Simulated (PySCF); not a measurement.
Xe⁺: ionisation energy

Xe⁺ [Kr] 4d10 5s2 5p5 (2P) → Xe²⁺ [Kr] 4d10 5s2 5p4 (3P), as a difference of total energies. Calculation: PySCF 2.14, in x2c-TZVPall (8s6p4d2f, 60 functions); scalar relativity by spin-free X2C-1e. Correlated levels: valence: [Kr] 4d10 frozen. The calculations carry no spin-orbit coupling.

```csv
method,ionisation energy (eV),difference from reference (eV)
UHF,20.100,-0.875
M06-L,20.827,-0.148
M06-2X,20.883,-0.092
MP2 (valence),20.756,-0.219
SCS-MP2 (valence),20.749,-0.226
```

Reference: 20.975 eV (semi-empirical (NIST evaluation); NIST Atomic Spectra Database, ionization energies).

The reference lies between the lowest fine-structure levels, while these numbers refer to the centres of the terms.

Errors of the correlated levels include the incompleteness of this basis and the frozen core.
